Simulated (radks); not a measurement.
The numbers below are computed, except where a source is named.
Problem. Valence configurations of Ne+ (all share [He]). Level of theory: scalar-relativistic Kohn-Sham, PBE, spin-polarised, spherical densities, point nucleus; open shells are filled with parallel spins first (a radial shooting solver on a logarithmic mesh with Libxc functionals). Order these by energy: 2s2 2p5; 2s1 2p6; 2s1.5 2p5.5.

Solution. From the lowest, in eV above it: 2s2 2p5 0.000; 2s1.5 2p5.5 11.679; 2s1 2p6 23.335. NIST lists [He] 2s2 2p5 as the ground configuration; this level of theory agrees among the configurations tried. The energies are those of spherical high-spin densities, not of single terms.
